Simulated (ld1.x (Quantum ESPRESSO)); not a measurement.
**Cutoff test, Cr (Z = 24), ultrasoft**

* Element: Cr (Z = 24)
* Generator: ld1.x (Quantum ESPRESSO) 7.5
* Type: ultrasoft
* Functional: PBE
* Relativity: scalar-relativistic
* Frozen core: [Ne] 3s2
* Valence charge: 12
* Reference configuration: 3p6 3d4.5 4s0 4p0 (charge +1.5)
* Partial waves: 4s (bound, empty): rcut 1.90, rcutus 2.15 bohr; 4s channel at 4.35 Ry: rcut 1.90, rcutus 2.15 bohr; 3p (bound): rcut 1.90, rcutus 2.00 bohr; 4p (bound, empty): rcut 1.90, rcutus 2.00 bohr; 3d (bound): rcut 1.70, rcutus 2.20 bohr; 3d channel at 2.3 Ry: rcut 1.70, rcutus 2.20 bohr
* Local potential: all-electron potential smoothed inside 1.60 bohr (lloc = -1)
* Core correction: Bessel-smoothed model core, default radius (core density twice the valence density)
* Augmentation charge: PSQ, radius 1.55 bohr

The pseudo-atom Hamiltonian at the reference potential is diagonalised in spherical Bessel functions j_l(qr) that vanish at 20 bohr, with q² up to the cutoff. All-electron valence levels (Ry): 4s -1.0333, 3p -4.3349, 4p -0.6969, 3d -1.1683.

How do the lowest levels (Ry) of each channel move with the cutoff, and are there ghosts?

| cutoff (Ry) | s #1 | p #1 | p #2 | p #3 | d #1 | f #1 | f #2 | Σ f·Δε (mRy) |
| --- | --- | --- | --- | --- | --- | --- | --- | --- |
| 8 | -1.0327 | -2.8591 | -0.6750 | -0.2603 | -0.3697 | -0.1529 | -0.0545 | 12448.5 |
| 10 | -1.0332 | -3.0652 | -0.6838 | -0.2615 | -0.5467 | -0.1529 | -0.0546 | 10415.9 |
| 15 | -1.0333 | -4.3057 | -0.6966 | -0.2620 | -1.1268 | -0.1529 | -0.0546 | 362.5 |
| 18 | -1.0333 | -4.3319 | -0.6966 | -0.2621 | -1.1658 | -0.1529 | -0.0546 | 29.6 |
| 25 | -1.0334 | -4.3342 | -0.6968 | -0.2624 | -1.1679 | -0.1529 | -0.0546 | 6.2 |
| 30 | -1.0334 | -4.3346 | -0.6969 | -0.2624 | -1.1681 | -0.1529 | -0.0546 | 2.7 |
| 40 | -1.0334 | -4.3348 | -0.6969 | -0.2624 | -1.1683 | -0.1529 | -0.0546 | 0.4 |
| 45 | -1.0334 | -4.3348 | -0.6969 | -0.2624 | -1.1683 | -0.1529 | -0.0546 | 0.4 |
| 400 | -1.0334 | -4.3349 | -0.6969 | -0.2624 | -1.1683 | -0.1529 | -0.0546 | 0.0 |

Result: no extra level below or beside the all-electron valence levels (s, p, d, f tested); 10 mRy is reached at 21 Ry and 1 mRy at 35 Ry.

Test run stopped at test 1 of 7 (negative rho).
